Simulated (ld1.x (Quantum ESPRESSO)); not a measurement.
**What one change does to a pseudopotential (As (Z = 33), TM)**

ld1.x (Quantum ESPRESSO) 7.5 input, shortened:

```
&input
   title='As', zed=33., rel=1, dft='WC', iswitch=3,
   config='[Ar] 3d10 4s2 4p2'
 /
 &inputp
   pseudotype=2, tm=.true., lloc=-1, rcloc=1.45,
   nlcc=.false.
 /
3
4S  1  0   2.00   0.00  1.45  1.45  0.0
4P  2  1   2.00   0.00  1.65  1.65  0.0
3D  3  2  10.00   0.00  0.95  0.95  0.0
 &test
   configts(1)='3d10 4s2 4p2'
 /
```

All-electron outer shells of the reference configuration (Wu–Cohen, scalar-relativistic, ld1.x):

```tsv
shell	level (eV)	outermost node (bohr)	outermost maximum (bohr)
3p	-143.34	0.22	0.52
3d	-50.42	–	0.47
4s	-23.43	0.73	1.59
4p	-13.38	0.78	1.90
```

Change: all radii scaled by about 1.09 (s 1.58, p 1.80, d 1.04 bohr); local potential all-electron potential smoothed inside 1.58 bohr (lloc = -1).

Cutoffs: the cutoffs (Ry, on a coarse ladder) from which the occupation-weighted sum of valence levels, in a spherical-Bessel basis at the reference potential, stays within 10 and 1 mRy of its value at 400 Ry; they do not see the model core or the augmentation charge, which bear on the density cutoff. Errors are all-electron minus pseudo energies relative to the spin-unpolarised reference configuration.

Question: How do hardness, ghosts and transferability respond?

Answer: Of the 7 tests that both files solve, the error grows in 2 and shrinks in 2 by more than 15 % and 0.3 meV (median size 3.9 → 4.4 meV); neither file shows a bound ghost.

| quantity | base | changed |
| --- | --- | --- |
| cutoff, loose | 300 Ry | 260 Ry |
| cutoff, tight | over 300 Ry | over 300 Ry |
| loose cutoff by channel (10 mRy a level) | s 18 Ry, p 6 Ry, d 230 Ry | s 18 Ry, p 8 Ry, d 230 Ry |
| bound ghosts | none | none |
| error for 3d10 4s2 4p3, meV [ΔE -9.17 eV] | +3.9 | +3.6 |
| error for 3d10 4s2 4p1, meV [ΔE 17.98 eV] | +1.7 | +0.8 |
| error for 3d10 4s2 4p0, meV [ΔE 45.76 eV] | +9.6 | +4.8 |
| error for 3d10 4s0 4p5, meV [ΔE 9.96 eV] | -3.5 | -4.4 |
| error for 3d9 4s2 4p4, meV [ΔE 30.92 eV] | -569 | -636 |
| error for 3d10 4s1 4p4, meV [ΔE 0.28 eV] | -0.6 | -0.9 |
| error for 3d10 4s2 4p3.3, meV [ΔE -10.40 eV] | +5.3 | +4.8 |
